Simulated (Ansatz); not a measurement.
Ansatz results at the PBE0-D4/def2-TZVP geometry: HOMO–LUMO gap (ωB97M-V/def2-TZVPP) 11.73 eV; size of the dipole moment (ωB97M-V/def2-TZVPP) 1.35 D; LUMO energy (PBE/def2-TZVPP) -0.68 eV.

Each molecule was computed in one conformer, which needn't be the lowest.

(1) Which molecule gave them?
A. `O[CH]([SiH3])[GeH3]`
B. `P[Se][SiH2][SeH]`
C. `NC[SiH2][NH][AlH2]`
D. `C[CH]1[CH2][GaH]1`

Results:

(1) A. The others give `C[CH]1[CH2][GaH]1`: 7.83, 0.71, -2.19; `NC[SiH2][NH][AlH2]`: 9.85, 1.56, -1.66; `P[Se][SiH2][SeH]`: 10.14, 1.26, -1.81.
